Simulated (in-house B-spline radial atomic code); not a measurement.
**RPA and G0W0 on r2SCAN0: P⁴⁺**

Configuration [Ne] 3s1, highest spin, mean-field start r2SCAN0. Computed with an all-electron radial atomic-structure program (B-spline basis): all electrons, non-relativistic, point nucleus, each spin shell either full or empty, empty states to l = 9 with an (l + 1/2)⁻⁴ tail; G0W0 by contour deformation at full frequency.

Command:
```bash
python run_gw.py task.json out
```
Settings (radii: box in bohr, nucleus in fm):
```
Z                        15
electrons                11
configuration            [Ne] 3s1
hamiltonian              nr
method                   r2scan0
lmax                     9
spin_polarised           True
box_radius               11.96
intervals                47
ion_configuration        [He] 2s2 2p6
```

Cost of the run: 1.5 s on 1 thread of Arm Neoverse V2, with other jobs on the host.

Energies (hartree):

```tsv
term	value
mean-field total	-337.14779
Hartree-Fock functional on these orbitals	-336.73503
direct second order	-0.69775
second-order exchange	0.26127
SOSEX correction	0.24226
```

What is the RPA correlation energy, and what remains with SOSEX?

RPA gives -0.63417 hartree (-1.57 eV per electron); RPA + SOSEX gives -0.39192, and the second-order doubles -0.43648 hartree (no singles). RPA lacks exchange-type terms and so overcorrelates at short range.

Quasi-particle levels (eV):

```tsv
level	occupied	mean field	Σx - vxc	Σc	QP weight	G0W0
3s up	yes	-61.01	-3.48	?	?	?
2p down	yes	-188.13	-14.82	2.87	0.948	-200.08
2p up	yes	-188.51	-14.97	2.90	0.933	-200.57
3s down	no	-53.02	3.61	-1.93	0.956	-51.34
```

G0W0 = mean field + (Σx - vxc) + Σc, with Σc (partial-wave tail included) taken at the quasi-particle energy. Only the outer levels were computed. Levels of low weight are left out.

Where does G0W0 put 3s up?

At -65.81 eV, with Σc = -1.33 eV and a quasi-particle weight of 0.972. The tabulated removal energy is 65.025 eV (NIST, measured); the calculation leaves out relativity, Breit and QED terms, and what these don't explain is the method's own error.

What does it cost to remove one electron (to [He] 2s2 2p6) by differences of total energies, each species on its own start (correlation terms add to the Hartree-Fock functional)?

r2SCAN0 64.85 eV, Hartree-Fock functional 64.41 eV, + RPA 65.54 eV, + RPA + SOSEX 64.81 eV, + second order 64.92 eV. Tabulated: 65.025 eV (NIST, measured); the calculation leaves out relativity, Breit and QED terms, and what these don't explain is the method's own error.
